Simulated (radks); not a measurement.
Task: The mean radii <r> (bohr) of the occupied orbitals of an atom or ion are listed with their occupations. Calculated with a radial shooting solver on a logarithmic mesh with Libxc functionals: Dirac Kohn-Sham, relativistic LDA (MacDonald-Vosko exchange, VWN5 correlation), spin-unpolarised, spherical densities, finite nucleus; Fermi nuclear charge, rms radius of each element as measured or else 0.836 A^(1/3) + 0.57 fm.

| orbital | occ. | <r> |
|---|---|---|
| 1s1/2 | 2 | 0.02851 |
| 2s1/2 | 2 | 0.1203 |
| 2p1/2 | 2 | 0.1013 |
| 2p3/2 | 4 | 0.1065 |
| 3s1/2 | 1 | 0.2889 |

Name the element and its charge. Open shells, if any, fill j = l - 1/2 first.

Result: Z = 51, antimony, charge +40: Sb40+ in [Ne] 3s1. The 1s radius gives Z: for a bare nucleus <r> = (2 gamma + 1)/(2Z) with gamma = sqrt(1 - (Z/c)^2), 0.028 bohr for Z = 51, and screening makes it slightly larger (0.02851 here). The occupations add up to 11, and the charge is Z minus that.
